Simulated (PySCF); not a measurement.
# Pauling's electronegativity from computed bond energies: partners of Na

PBE0 in PySCF with def2-TZVP on every atom, for the lowest determinant that a PBE0 search found; no spin–orbit coupling. De of Na2 is 0.69 eV.

```csv
B,De(B₂) (eV),De(NaB) (eV)
H,4.52,1.77
F,1.53,4.58
Li,0.82,0.74
Cl,2.57,4.03
```

With Δ = De(NaB) − [De(Na₂) + De(B₂)]/2, give Δ and the electronegativity difference √(Δ/eV).



```json
{"B": "H", "Δ (eV)": "-0.83", "√Δ": "none (Δ < 0)"}
{"B": "F", "Δ (eV)": "3.47", "√Δ": "1.86"}
{"B": "Li", "Δ (eV)": "-0.01", "√Δ": "none (Δ < 0)"}
{"B": "Cl", "Δ (eV)": "2.40", "√Δ": "1.55"}
```

The rule was made for single bonds and measured bond energies; here it is fed with computed well depths. With the arithmetic mean Δ turns negative when the two homonuclear bonds differ much, as for alkali hydrides.

Closed-shell solutions of metal pairs were not tested for spin polarisation, which can lower them a little.
